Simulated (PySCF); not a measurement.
PySCF input for PbCl₃, SMILES [Cl][Pb-]([Cl])[Cl], charge -1, IEF-PCM-PBE0/def2-SVPD. Coordinates come from a B3LYP-D3(BJ)/def2-SVPD optimisation. The isomer is the one that the SMILES or the coordinates give; other isomers of the formula were not compared. The def2 effective core potentials stand for the cores of Pb; spin–orbit coupling is left out.

```python
import numpy as np
from pyscf import gto, scf, dft
from pyscf.solvent import pcm

mol = gto.M(
    atom='''
    Pb    0.00000000    0.00000000    0.45529407
    Cl   -2.04507311    1.18072351   -0.73204145
    Cl   -0.00000001   -2.36144702   -0.73204144
    Cl    2.04507311    1.18072350   -0.73204145
    ''',
    basis='def2-SVPD',
    ecp={'Pb': 'def2-svp'},
    charge=-1,
    spin=0,
    max_memory=1600,
    verbose=3,
)
mf = dft.RKS(mol, xc='pbe0').density_fit(auxbasis='def2-universal-jkfit')
mf.grids.level = 3
mf.conv_tol = 1e-9
mf.max_cycle = 100
mf.kernel()
res = {}
for name, eps in {'water': 78.355, 'toluene': 2.3741, '1-octanol': 9.8629}.items():
    s = mf.PCM()
    s.with_solvent.method, s.with_solvent.eps, s.with_solvent.lebedev_order = 'IEF-PCM', eps, 29
    s.kernel(mf.make_rdm1())
    res[name] = (s.e_tot, eps, s.dip_moment(), s.mo_energy, s.converged)
    print(f'{name}: electrostatic solvation free energy {(s.e_tot - mf.e_tot) * 627.509474:.3f} kcal/mol')
```

Program output:

```
converged SCF energy = -1572.87676400822

WARN: PCM is an experimental feature. It is still in testing.
Features and APIs may be changed in the future.

converged SCF energy = -1572.96136523999

WARN: System has nonzero charge -1; the dipole moment is origin-dependent.
Location of origin: [0. 0. 0.]

Dipole moment(X, Y, Z, Debye):  0.00000,  0.00017,  8.09394
water: electrostatic solvation free energy -53.088 kcal/mol

WARN: PCM is an experimental feature. It is still in testing.
Features and APIs may be changed in the future.

converged SCF energy = -1572.92371743006

WARN: System has nonzero charge -1; the dipole moment is origin-dependent.
Location of origin: [0. 0. 0.]

Dipole moment(X, Y, Z, Debye):  0.00000,  0.00234,  6.72851
toluene: electrostatic solvation free energy -29.464 kcal/mol

WARN: PCM is an experimental feature. It is still in testing.
Features and APIs may be changed in the future.

converged SCF energy = -1572.9525829548

WARN: System has nonzero charge -1; the dipole moment is origin-dependent.
Location of origin: [0. 0. 0.]

Dipole moment(X, Y, Z, Debye):  0.00000,  0.00302,  7.67998
1-octanol: electrostatic solvation free energy -47.577 kcal/mol
```

Self-consistency was reached.

Cost: roughly 40 core-seconds.
